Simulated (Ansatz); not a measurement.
Basis sets compared for GeH2Me(NHMe) (C₂H₉GeN). The state is a singlet with charge 0. Geometry PBE0-D4/def2-SVP. Ansatz on 4 threads of Arm Neoverse V1 on a shared host; times are rough, and most runs start from earlier orbitals.

```xyz
13

Ge   -0.805   -0.081    0.344
H    -1.703    1.107   -0.059
H    -1.571   -1.395    0.024
C    -0.332   -0.032    2.232
H    -1.234   -0.088    2.857
H     0.203    0.901    2.463
H     0.317   -0.882    2.490
N     0.751    0.106   -0.616
C     0.722    0.176   -2.057
H     1.511   -0.473   -0.272
H     0.486   -0.779   -2.573
H    -0.035    0.909   -2.381
H     1.690    0.531   -2.453
```

Binding counts from free atoms (Ge triplet, H doublet, C triplet, N quartet) in the same basis, without a counterpoise term.

| level | functions | energy (Eh) | HOMO (eV) | LUMO (eV) | binding per atom (eV) | wall time |
| --- | --- | --- | --- | --- | --- | --- |
| PBE-D4/def2-SVP | 119 | -2212.5181 | -4.86 | 0.52 | 3.60 | 1.1 s |
| PBE0-D4/def2-SVP | 119 | -2212.6005 | -6.29 | 1.38 | 3.56 | 1.4 s |

(1) Estimate the rows for PBE-D4/def2-TZVP (with forces), PBE0-D4/def2-TZVP.

## Answers

(1) 
| level | functions | energy (Eh) | HOMO (eV) | LUMO (eV) | binding per atom (eV) | wall time |
| --- | --- | --- | --- | --- | --- | --- |
| PBE-D4/def2-TZVP (with forces) | 195 | -2212.9361 | -5.07 | 0.11 | 3.59 | 2.1 s |
| PBE0-D4/def2-TZVP | 195 | -2213.0131 | -6.45 | 0.94 | 3.55 | 2.5 s |
